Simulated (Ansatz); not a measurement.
Ansatz (an electronic-structure program) job for NO3, SMILES [O]N([O])[O] (connectivity only; charge and spin as stated), neutral, multiplicity 2, B3LYP-D3(BJ)/def2-TZVP. 

Ansatz 0.2 input:
```yaml
crystal:
  periodic: [false, false, false]
  atoms:
    - {symbol: N, position_ang: [0.00000000, 0.00000000, 0.00000000]}
    - {symbol: O, position_ang: [1.21882569, -0.00000000, -0.00000000]}
    - {symbol: O, position_ang: [-0.60941284, 1.05553400, -0.00000000]}
    - {symbol: O, position_ang: [-0.60941285, -1.05553400, -0.00000000]}
basis:
  gaussian:
    orbitals: def2-TZVP
hamiltonian:
  xc: b3lyp
  dispersion: d3bj
magnetization: {spin_polarized: true, initial_magnetization: 1}
relax: {f_tol: 0.002, max_steps: 200}
```

Output:

```
WARN ansatz: RAYON_NUM_THREADS=1 ignored (pool sized by the plan → 1); use --threads N
Functional definition: B3LYP
integrals: 0.03 GiB planned
608 factors; their error is unknown
mean field: 0.44 GiB planned
mean field evaluation 1: about -7624.9837 eV, gradient 3.6e1 eV
mean field evaluation 2: about -7619.7091 eV, gradient 5.6e1 eV
mean field evaluation 4: about -7628.5486 eV, gradient 1.2e0 eV
mean field evaluation 8: about -7628.5811 eV, gradient 2.0e-1 eV
mean field evaluation 16: about -7628.5812 eV, gradient 3.3e-4 eV
mean field -7628.58118523 eV, -280.3451877191 hartree, gradient 5.7e-5 eV, S^2 0.756028; 1 other end points of the search recorded, 0 dependent functions left out
the calculation of the forces begins
reference -7628.58135222 eV, -280.3451938559 hartree; 16, 15 occupied and 108, 109 virtual orbitals, 608 factors
relax step   1: F+E_penalty+E_count = -7628.65646942 eV  Δ(F+E_penalty+E_count) = +0.000e0 eV  max|allowed force component| = 9.200e-1 eV/Å  Δτ_max = 0.0000 Å  (48 SCF iters, accepted)
these checks for a lower state are left out or cut short: starts, cluster_reference, orbital_swaps, neighbouring_geometries, increment
integrals: 0.03 GiB planned
608 factors; their error is unknown
mean field: 0.44 GiB planned
mean field evaluation 32: about -7628.5956 eV, gradient 1.7e-5 eV
mean field -7628.59557242 eV, -280.3457164385 hartree, gradient 1.7e-5 eV, S^2 0.756128; 0 other end points of the search recorded, 0 dependent functions left out
the calculation of the forces begins
reference -7628.59573976 eV, -280.3457225885 hartree; 16, 15 occupied and 108, 109 virtual orbitals, 608 factors
relax step   2: F+E_penalty+E_count = -7628.67080442 eV  Δ(F+E_penalty+E_count) = -1.434e-2 eV  max|allowed force component| = 2.784e-1 eV/Å  Δτ_max = 0.0080 Å  (41 SCF iters, accepted)
these checks for a lower state are left out or cut short: starts, cluster_reference, orbital_swaps, neighbouring_geometries, increment
integrals: 0.03 GiB planned
608 factors; their error is unknown
mean field: 0.43 GiB planned
mean field -7628.59710676 eV, -280.3457728246 hartree, gradient 1.8e-5 eV, S^2 0.756173; 0 other end points of the search recorded, 0 dependent functions left out
the calculation of the forces begins
reference -7628.59727427 eV, -280.3457789804 hartree; 16, 15 occupied and 108, 109 virtual orbitals, 608 factors
relax step   3: F+E_penalty+E_count = -7628.67231426 eV  Δ(F+E_penalty+E_count) = -1.510e-3 eV  max|allowed force component| = 8.171e-3 eV/Å  Δτ_max = 0.0035 Å  (44 SCF iters, accepted)
these checks for a lower state are left out or cut short: starts, cluster_reference, orbital_swaps, neighbouring_geometries, increment
integrals: 0.03 GiB planned
608 factors; their error is unknown
mean field: 0.43 GiB planned
mean field -7628.59710883 eV, -280.3457729008 hartree, gradient 3.1e-5 eV, S^2 0.756174; 0 other end points of the search recorded, 0 dependent functions left out
the calculation of the forces begins
reference -7628.59727635 eV, -280.3457790568 hartree; 16, 15 occupied and 108, 109 virtual orbitals, 608 factors
relax step   4: F+E_penalty+E_count = -7628.67231558 eV  Δ(F+E_penalty+E_count) = -1.316e-6 eV  max|allowed force component| = 9.610e-5 eV/Å  Δτ_max = 0.0001 Å  (26 SCF iters, accepted)
integrals: 0.03 GiB planned
608 factors; their error is unknown
mean field: 0.43 GiB planned
mean field evaluation 64: about -7628.5971 eV, gradient 1.0e-4 eV
mean field -7628.59710883 eV, -280.3457729008 hartree, gradient 3.1e-5 eV, S^2 0.756174; 2 other end points of the search recorded, 0 dependent functions left out
the calculation of the forces begins
reference -7628.59727635 eV, -280.3457790568 hartree; 16, 15 occupied and 108, 109 virtual orbitals, 608 factors
Total energy: -7628.67248309 eV, -280.3485428536 hartree
Atom 0 at    -0.000002     0.000000    -0.000000 Å, force    -0.000096    -0.000000    -0.000000 eV/Å
Atom 1 at     1.230478     0.000000     0.000000 Å, force     0.000082     0.000000     0.000000 eV/Å
Atom 2 at    -0.615238     1.065626     0.000000 Å, force     0.000007     0.000064     0.000000 eV/Å
Atom 3 at    -0.615238    -1.065626     0.000000 Å, force     0.000007    -0.000064     0.000000 eV/Å
Dipole moment:     0.000003    -0.000000    -0.000000 e Å
```

The run converged.

Cost: very roughly 9 core-seconds.
